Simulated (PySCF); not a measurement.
**How methods differ on the ionisation energy of Mn**

Mn [Ar] 3d5 4s2 (6S) → Mn⁺ [Ar] 3d5 4s1 (7S), as a difference of total energies. All numbers are calculated (PySCF 2.14, the spin-free X2C one-electron Hamiltonian (Gaussian nucleus), in aug-cc-pwCVTZ-DK (10s9p7d4f3g, 127 functions)). Correlated levels: valence: [Ar] frozen; valence and next inner shell: [Ne] frozen; nothing frozen. The calculations carry no spin-orbit coupling.

**Question.** Order these methods by the ionisation energy they give, lowest first.
A. r2SCAN
B. PBE
C. wB97M-V
D. SCS-MP2 (all electrons)

**Answer.** A (6.944 eV), B (7.240 eV), D (7.292 eV), C (7.530 eV).

Errors of the correlated levels include the incompleteness of this basis and the frozen core.

For comparison: 7.434 eV (measured; NIST Atomic Spectra Database, ionization energies).
